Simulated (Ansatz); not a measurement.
Ansatz results at the PBE0-D4/def2-TZVP geometry: HOMO energy (ωB97M-V/def2-TZVPP) -9.56 eV; HOMO–LUMO gap (B3LYP/def2-TZVPP) 6.15 eV; LUMO energy (PBE/def2-TZVPP) -1.67 eV.

Each molecule was computed in one conformer, which needn't be the lowest.

Q: Which molecule gave them?
A. `CN1COC1F`
B. `C=[CH][Zn][CH]=C`
C. `O=CCB(F)F`
D. `[CH3][Al]([Cl])[GaH2]`

A: B. The others give `CN1COC1F`: -9.55, 7.82, 0.23; `O=CCB(F)F`: -10.18, 6.31, -2.13; `[CH3][Al]([Cl])[GaH2]`: -8.98, 4.39, -2.98.

B3LYP here is the variant with VWN-RPA as its local correlation; programs differ in this.
